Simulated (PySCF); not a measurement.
PySCF input:

```python
from pyscf import gto, scf, mp, cc as ccmod

mol = gto.M(
    atom='''
    C     0.00079133    1.31838480    0.25090871
    C    -1.14803330    0.29356487    0.21813347
    S    -0.00082143   -1.02849276   -0.37741339
    C     1.14874706    0.29267735    0.21555319
    H     0.00201726    1.98981929    1.11119910
    H     0.00000531    1.92193042   -0.65634690
    H    -1.96942924    0.50863668   -0.46145987
    H    -1.54453009    0.05090772    1.20350364
    H     1.96877993    0.50711489   -0.46588418
    H     1.54726917    0.04971300    1.20003021
    ''',
    basis='cc-pvdz',
    charge=0,
    spin=0,
    verbose=4,
)

mf = scf.RHF(mol)
mf.conv_tol = 1e-10
mf.max_cycle = 100
mf.kernel()
mp2 = mp.MP2(mf, frozen=8).run()
cc = ccmod.CCSD(mf, frozen=8)
cc.max_cycle = 100
cc.kernel()
et = cc.ccsd_t()
print(f'E(CCSD(T)) = {cc.e_tot + et:.9f}')
```

Task: Predict the final energy.

Result: -515.22958 Eh (CCSD(T)/cc-pVDZ).
